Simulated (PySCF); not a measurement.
Two-component Hartree-Fock for Er⁴⁷⁺ (erbium, charge +47)

Start: [Ar] 3d3; 3d3/2 filled at m_j = -1/2, +1/2, +3/2. Calculated with PySCF 2.14 in an even-tempered Gaussian basis (15 s from 12 bohr⁻², ratio 2.8; 12 p from 15 bohr⁻², ratio 2.8; 8 d from 15 bohr⁻², ratio 2.8; 3 f from 49 bohr⁻², ratio 3): generalised Hartree-Fock with the X2C-1e Hamiltonian and a Gaussian nucleus; one run each with spin-orbit coupling (SO) switched off, then screened by Boettger's factors.

```tsv
spinor shell	electrons	ε, spin-free (eV)	ε, screened SO (eV)	weight of nominal j (screened SO)	rms radius, screened SO (bohr)
1s1/2	2	-60677.3	-60660.5	1.000	0.0231
2s1/2	2	-12651.8	-12644.9	1.000	0.0927
2p1/2	2	-11525.6	-12189.9	1.000	0.0792
2p3/2	4	-11525.6	-11240.9	1.000	0.0856
3s1/2	2	-4717.6	-4715.4	1.000	0.230
3p1/2	2	-4364.7	-4537.9	1.000	0.219
3p3/2	4	-4364.7	-4289.1	1.000	0.231
3d3/2	3	-4025.9	-4045.6	0.996	0.199
```

| quantity | spin-free | screened SO |
| --- | --- | --- |
| E (hartree) | -11154.93995 | -11168.33383 |
| M_J | 3/2 | 3/2 |
| ⟨J²⟩ | 6.750 | 3.781 |
| ⟨L²⟩ | 12.000 | 7.822 |
| ⟨S²⟩ | 3.750 | 2.109 |

Each row is a mean over spinors that exchange with the open shell spreads, by up to 22.168 eV (3p1/2).

Breit and QED terms are absent; they matter most for the inner s and p1/2 levels.

Densities and radii are taken from the X2C orbitals without a picture-change correction, which distorts them close to the nucleus.

Without spin-orbit coupling the j labels of p, d and f shells carry no meaning; the spin-free column gives the mean over the occupied spinors of each nl shell, and its ⟨J²⟩ belongs to a mixture of degenerate components.
